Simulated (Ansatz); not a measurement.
Species: 3-ethenylselanylprop-1-ene, C5H8Se, net charge 0, singlet state. 
Geometry from a B3LYP-D3(BJ)/def2-TZVP (Ansatz, a program for electronic structure) optimisation:
SMILES: C=CC[Se]C=C
```xyz
14

C     -3.1712    -0.8995     0.7325
C     -2.3413    -0.3736    -0.1608
C     -1.2214     0.5424     0.1779
Se     0.5115    -0.3987    -0.0970
C      1.6036     1.1455    -0.3450
C      2.8930     1.2019    -0.0368
H     -3.0807    -0.6758     1.7893
H     -3.9690    -1.5687     0.4389
H     -2.4472    -0.6282    -1.2108
H     -1.2679     0.8797     1.2107
H     -1.1915     1.4052    -0.4876
H      1.1011     1.9796    -0.8226
H      3.4086     0.3827     0.4487
H      3.4787     2.0812    -0.2751
```
Charge 0, spin multiplicity 1.

Property: vertical ionisation energy (to the doublet state of charge +1; each state is the SCF solution reached for its spin; the UHF <S^2> is 0.91 for the doublet (pure: 0.75)), in eV. Correlated levels leave the core frozen unless marked. UHF or UKS for open shells. No spin-orbit coupling. Frozen are the shells of the preceding noble gas and the d and f shells that filled before the atom's block. No relativistic terms. Basis-set limits of correlation are two-point, X^-3; Hartree-Fock from the larger set. The bracket is a focal-point correction in the basis named.

```
level                                                          program  vertical ionisation energy (eV)  minus last row
-------------------------------------------------------------  -------  -------------------------------  --------------
HF/aug-cc-pVDZ                                                  Ansatz                             7.03           -1.25
HF/aug-cc-pVTZ                                                  Ansatz                             7.01           -1.27
HF/aug-cc-pVQZ                                                  Ansatz                             7.01           -1.27
SVWN5/def2-TZVPD                                                Ansatz                             8.14           -0.14
PBE/def2-TZVPD                                                  Ansatz                             7.91           -0.37
B3LYP/def2-TZVPD                                                Ansatz                             8.03           -0.25
PBE0/def2-TZVPD                                                 Ansatz                             8.00           -0.28
CAM-B3LYP/def2-TZVPD                                            Ansatz                             8.11           -0.17
wB97M-V/def2-TZVPD                                              Ansatz                             8.10           -0.18
wB97X-V/def2-TZVPD                                              Ansatz                             8.12           -0.16
MP2/aug-cc-pVDZ                                                 Ansatz                             8.27           -0.01
MP2/aug-cc-pVTZ                                                 Ansatz                             8.43            0.15
RI-MP2/aug-cc-pVTZ                                              Ansatz                             8.43            0.15
RI-MP2/aug-cc-pVQZ                                              Ansatz                             8.49            0.21
RI-MP2/CBS(aug-cc-pVTZ,aug-cc-pVQZ)                             Ansatz                             8.54            0.26
SCS-MP2/aug-cc-pVTZ                                             Ansatz                             8.41            0.13
CCSD/aug-cc-pVDZ                                                Ansatz                             7.98           -0.30
CCSD/aug-cc-pVTZ                                                Ansatz                             8.11           -0.17
CCSD(T)/aug-cc-pVDZ                                             Ansatz                             8.02           -0.26
CCSD(T)/aug-cc-pVTZ                                             Ansatz                             8.17           -0.11
RI-MP2/CBS(aug-cc-pVTZ,aug-cc-pVQZ)+[CCSD(T)-MP2]/aug-cc-pVTZ   Ansatz                             8.28            0.00
```
